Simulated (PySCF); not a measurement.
## Static response to an electric field

Species: C5H8O3.
Geometry (GFN2-xTB, Å), atoms numbered from 1 in this order:
```
atom  x, y, z in Å
O1    -1.846   -2.346    0.781
C2    -1.741   -1.255    0.298
C3    -0.601   -0.319    0.532
C4    -0.914    1.183    0.531
O5    -0.057    1.418   -0.588
C6     0.223    0.020   -0.734
C7     1.719   -0.278   -0.644
O8     2.295    0.331    0.477
H9    -2.502   -0.858   -0.405
H10    0.023   -0.658    1.359
H11   -0.594    1.735    1.417
H12   -1.953    1.432    0.295
H13   -0.193   -0.378   -1.668
H14    2.201    0.067   -1.569
H15    1.873   -1.354   -0.538
H16    2.060    1.269    0.444
```

Level: B3LYP/def2-SVPD (PySCF), static field, nuclei fixed, core orbitals frozen in the response. The polarisability tensor in these axes (au):

```
x   73.50  3.94 -3.03
y    3.94 73.12 -1.57
z   -3.03 -1.57 62.67
```

Problem. What are the eigenvalues, a third of the trace, and Δα (Δα² = ½Σ(αi − αj)² over the three pairs)?

Solution. Principal values 61.86, 69.48 and 77.96 au; mean 69.77 au = 10.34 Å³ = 11.50 × 10⁻⁴⁰ C²·m²/J; Δα = 13.95 au (20 % of the mean).

Problem. What is the dipole moment, and where does it point?

Solution. (-0.49, 1.90, -1.12) D, 2.25 D in size, pointing from the negative to the positive side. Measured along this direction, the outermost atoms are O1 at the negative end and O5 and H12 at the positive end.

Problem. Give the eigenvalues of the traceless quadrupole moment Θ = ½Σq(3rr − r²1), origin at the centre of nuclear charge.

Solution. -13.43, -0.12, 13.55 D·Å. The values depend on the origin, since the dipole doesn't vanish. The electronic extent ⟨r²⟩ about the same centre is 1019 bohr², a root-mean-square distance of 2.15 Å for the 62 electrons.

Problem. Give the principal axes and the span of the nuclei along them.

Solution. Largest value along (0.72, 0.66, -0.21), where the nuclei span 5.27 Å; middle along (-0.65, 0.75, 0.12), 4.68 Å; least along (0.23, 0.05, 0.97), 3.01 Å. The response follows the extents in order.

Problem. How large is μ²/3kT at 400 K beside α?

Solution. In Gaussian units μ²/3kT = 30.69 Å³ against 10.34 Å³, a ratio of 2.97; the Debye molar polarisation (4π/3)N_A(α + μ²/3kT) is 103.5 cm³/mol, leaving out the vibrational part.

Isolated species at its GFN2-xTB geometry (one conformer only).
